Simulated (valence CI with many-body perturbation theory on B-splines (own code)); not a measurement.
Values are calculated unless marked as measured or tabulated.
# Hyperfine factors and g values of Sc XV

Method: valence CI with perturbative core correlation (CI+MBPT): five valence electrons over a frozen Dirac-Fock core [He], a basis of 11 s, 11 p, 10 d, 8 f, 5 g, 2 h functions for each j, with the one-electron correlation potential Σ1, the two-electron term Σ2, the three-electron term Σ3, Breit, model QED; selected CI, second order for the rest, scaled by the run's own slope (own B-spline code, finite nucleus).

No measured levels were compared; by estimate levels of excited configurations hold to 0.05 to 0.15 % of their energy, terms of the ground configuration to about 0.5 %. Among the levels kept, up to 5500 cm⁻¹ of a level comes from second order outside the variational space, and about a tenth of that is noise between levels of different J, which matters for small intervals.

A/g_I is the dipole constant over the nuclear g factor μ/I (μ in nuclear magnetons, uniformly magnetised nucleus), B/Q the quadrupole constant per barn. Both hold the static response of the core; the bare values leave it out. Large factors of s and p1/2 electrons are usually good to 5 to 10 %; those of open d and f shells near neutrality can be off by tens of per cent, and small factors of p3/2, d and f electrons come from cancelling terms and can be off by a factor of two or in sign, in half-filled shells by more. B is blank for J = 1/2, where it vanishes, and for nearly pure S terms. Energies count from the lowest level.

Names give the largest LS component (configuration and term), which can be under half, so a name can repeat, a term be missing and a line seem to break the LS rules; names also repeat where a configuration has a term twice. Letters in brackets count levels of one name in rising energy.

```
               Level  E (× 10³ cm⁻¹)      g  A/g_I (MHz)  A/g_I bare  B/Q (MHz/b)  B/Q bare
      2s²2p³ ⁴S°_3/2            0.00  1.981          523        3180                       
      2s²2p³ ²D°_3/2          111.42  0.878        14100       13900        21600     21700
      2s²2p³ ²D°_5/2          122.15  1.198        24400       24900         -260      -261
      2s²2p³ ²P°_1/2          185.18  0.663        69400       68000                       
      2s²2p³ ²P°_3/2          200.74  1.270        13800       14600       -22300    -22400
        2s2p⁴ ⁴P_5/2          552.13  1.595        55700       55700        23700     23800
        2s2p⁴ ⁴P_3/2          577.39  1.730        49900       50200       -19200    -19300
        2s2p⁴ ⁴P_1/2          588.54  2.660       110000      110000                       
        2s2p⁴ ²D_3/2          761.73  0.807       -16500      -15000       -33200    -33400
        2s2p⁴ ²D_5/2          764.45  1.202        66200       64700       -47900    -48200
        2s2p⁴ ²S_1/2          882.57  1.837       192000      186000                       
        2s2p⁴ ²P_3/2          917.40  1.325        -3450       -1130        23400     23500
        2s2p⁴ ²P_1/2          952.35  0.835        73000       69500                       
         2p⁵ ²P°_3/2          1442.3  1.332        11300       12900       -23300    -23400
         2p⁵ ²P°_1/2          1482.9  0.663        69600       67600                       
     2s²2p²3s ⁴P_1/2          4253.7  2.543        39800       40500                       
     2s²2p²3s ⁴P_3/2          4273.6  1.719        15300       16100        18800     18900
     2s²2p²3s ⁴P_5/2          4293.8  1.576        27100       27800       -21100    -21200
     2s²2p²3s ²P_1/2          4299.9  0.797        -1900       -1540                       
     2s²2p²3s ²P_3/2          4322.9  1.275        17600       19000       -17300    -17400
     2s²2p²3s ²D_5/2          4381.7  1.222        29900       29600        45700     46000
     2s²2p²3s ²D_3/2          4384.3  0.867        13600       14100        28200     28400
2s²2p²3p ⁴D°_1/2 [a]          4403.6  1.125        14800       15700                       
2s²2p²3p ⁴D°_1/2 [b]          4419.3  0.949        -1040        -318                       
    2s²2p²3p ⁴D°_3/2          4421.5  1.268         5300        5790         8620      8670
    2s²2p²3p ⁴D°_5/2          4439.5  1.387         4870        5700        12200     12300
    2s²2p²3p ⁴P°_3/2          4444.1  1.491        13000       14100       -12100    -12200
    2s²2p²3p ⁴P°_1/2          4447.7  2.499       -14200      -11200                       
    2s²2p²3p ⁴P°_5/2          4456.8  1.459        14900       15900        -6370     -6400
    2s²2p²3p ⁴D°_7/2          4458.5  1.413        12700       13600       -15300    -15400
2s²2p²3p ²D°_3/2 [a]          4464.0  0.991        20600       20300       -10900    -11000
     2s²2p²3s ²S_1/2          4479.2  1.995        58100       56600                       
    2s²2p²3p ⁴S°_3/2          4485.1  1.922        14600       16300          608       612
2s²2p²3p ²D°_5/2 [a]          4492.7  1.280        14700       15400        -4110     -4130
2s²2p²3p ²P°_3/2 [a]          4499.9  1.353        12400       13400         7680      7730
2s²2p²3p ²P°_1/2 [a]          4505.0  0.746        28700       28300                       
    2s²2p²3p ²F°_5/2          4545.2  0.905        19800       19800        37700     37900
    2s²2p²3p ²F°_7/2          4552.8  1.156        14600       14800        52600     52900
     2s2p³3s ⁶S°_5/2          4556.4  1.996        56800       57300                       
2s²2p²3p ²D°_3/2 [b]          4575.0  0.905        17700       17700        23300     23400
```

Task: Take the isotope of mass number 45, with I = 7/2, μ = 4.754 μN and Q = -0.22 b. What is the hyperfine structure of 2s²2p³ ²P°_3/2?

Result: From the table A = 18700 MHz, B = 4900 MHz. Shifts from the centre of gravity in MHz: F = 2: -124000, F = 3: -71000, F = 4: 2400, F = 5: 99400.
